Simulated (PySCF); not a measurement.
BrGaH₃NO, SMILES [NH2][Ga]([OH])[Br].

Coordinates come from a B3LYP-D3(BJ)/def2-SVP optimisation. The structure was generated by enumeration; whether it is a known compound was not checked. One conformer was computed; it need not be the lowest.

Two levels are set side by side: PBE/def2-TZVP (PySCF) and PBE0/def2-TZVP (PySCF). Same geometry, gas phase. Differences are taken from unrounded values.

```tsv
quantity	PBE0
orbital gap (eV)	6.84
highest occupied level (eV)	-7.74
lowest empty level (eV)	-0.90
dipole moment (D)	1.14
mean polarisability (bohr³)	56.1
```

What does PBE give, and how far is it from PBE0? (The exact figures need the calculation; the answer reports its results.)


| quantity | PBE | PBE minus PBE0 |
|---|---|---|
| orbital gap (eV) | 4.48 | -2.36 |
| highest occupied level (eV) | -6.31 | 1.43 |
| lowest empty level (eV) | -1.83 | -0.92 |
| dipole moment (D) | 1.20 | 0.06 |
| mean polarisability (bohr³) | 59.2 | 3.1 |

Without exact exchange PBE keeps part of each electron's self-repulsion, which lifts occupied levels and narrows the gap. PBE's more diffuse valence density responds more strongly to a field. Differences between two approximate levels are no errors against the true value.

Rough cost on one machine, each run with all the roots and properties that it gave: PBE0 against PBE within a factor of 2.
